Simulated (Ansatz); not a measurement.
`BO[SiH2]N` + H–F → `N[SiH2]F` + `BO` at 600 K and 1 bar (ligand exchange at the Si–O bond).

Computed with Ansatz on PBE0-D4/def2-TZVP structures; ΔE is electronic, products minus reactants. CCSD(T)/CBS adds triple-zeta CCSD(T) − MP2 to the extrapolated MP2 energy (def2 sets, frozen cores). This one scheme is used for every species. One conformer a species, not always the lowest.

```json
{"species": "`BO[SiH2]N`", "CCSD(T)/CBS energy (Eh)": "-447.46661", "H − E (kJ/mol)": "240.3", "S (J/(mol·K))": "413.7"}
{"species": "H–F", "CCSD(T)/CBS energy (Eh)": "-100.39570", "H − E (kJ/mol)": "42.3", "S (J/(mol·K))": "194.0"}
{"species": "`N[SiH2]F`", "CCSD(T)/CBS energy (Eh)": "-446.07709", "H − E (kJ/mol)": "163.0", "S (J/(mol·K))": "343.3"}
{"species": "`BO`", "CCSD(T)/CBS energy (Eh)": "-101.80414", "H − E (kJ/mol)": "119.7", "S (J/(mol·K))": "267.1"}
```

H − E and S are ideal-gas, rigid-rotor, harmonic terms from PBE0-D4/def2-TZVP, for one conformer and one mirror image of each species. 1 Eh = 2625.50 kJ/mol, R = 8.31446 J/(mol·K).

Task: By hand: ΔE, ΔH, ΔS and ΔG.

Result: ΔE = (-446.07709) + (-101.80414) − (-447.46661) − (-100.39570) = -0.01892 Eh = -49.7 kJ/mol. Δ(H − E) = 163.0 + 119.7 − 240.3 − 42.3 = 0.1, so ΔH = -49.6 kJ/mol. ΔS = 343.3 + 267.1 − 413.7 − 194.0 = 2.7 J/(mol·K). ΔG = -49.6 − 600 × (2.7)/1000 = -51.2 kJ/mol.

Task: By hand: the equilibrium constant, and the temperature at which ΔG would vanish if ΔH and ΔS stayed fixed.

Result: log₁₀ K = −ΔG/(RT ln 10) = 4.5. ΔH and −TΔS have one sign here, so there is no such temperature. One of them is within its doubt of zero, so this could turn.

The number of gas molecules stays the same, so ΔS is small and ΔH decides. A doubt of 5 kJ/mol in ΔE shifts log₁₀ K by 0.4 here. Other conformers and mirror images would add mixing entropy, several J/(mol·K) or more a flexible species. Modes under 60 cm⁻¹, often nearly free rotors, make the harmonic entropy too high. These are equilibria of isolated gas molecules and say nothing of rates. Largest T1 diagnostic: 0.014 (customary marks: 0.02 for closed shells, 0.045 for open ones).
